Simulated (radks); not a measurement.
Sn+, 49 electrons, occupied as [Kr] 4d10 5s2 5p1. All-electron calculation, scalar-relativistic Kohn-Sham, PBE, spin-polarised, spherical densities, point nucleus; open shells are filled with parallel spins first (spin-orbit coupling, left out, can overturn this in heavy ions). Program: a radial shooting solver on a logarithmic mesh with Libxc functionals.

Normalised radial functions P(r) = r R(r), r in bohr:

```
   r/bohr * 4p up (the largest magnitude, 1.22, reaches the edge; | marks zero)
 0.002398                             *
 0.003224                             *
   0.0043                             *
 0.005735                             *
  0.00771                             |*
  0.01028                             |*
  0.01372                             | *
  0.01844                             |  *
  0.02459                             |    *
  0.03307                             |      *
   0.0441                             |        *
  0.05882                             |         *
  0.07909                             |        *
   0.1055                             |    *
   0.1407                           * |
   0.1891                  *          |
   0.2523              *              |
   0.3392                    *        |
   0.4524                             |     *
   0.6034                             |                     *
   0.8112                             |                          *
    1.082                             |                    *
    1.455                             |          *
     1.94                             |   *
    2.588                             |*
    3.479                             *
     4.64                             *
    6.189                             *
    8.321                             *
```

4p up: eigenvalue -97.678 eV, 2 radial nodes at r = 0.129, 0.406 bohr, <r> = 0.886 bohr, 90 % of the charge inside 1.30 bohr.
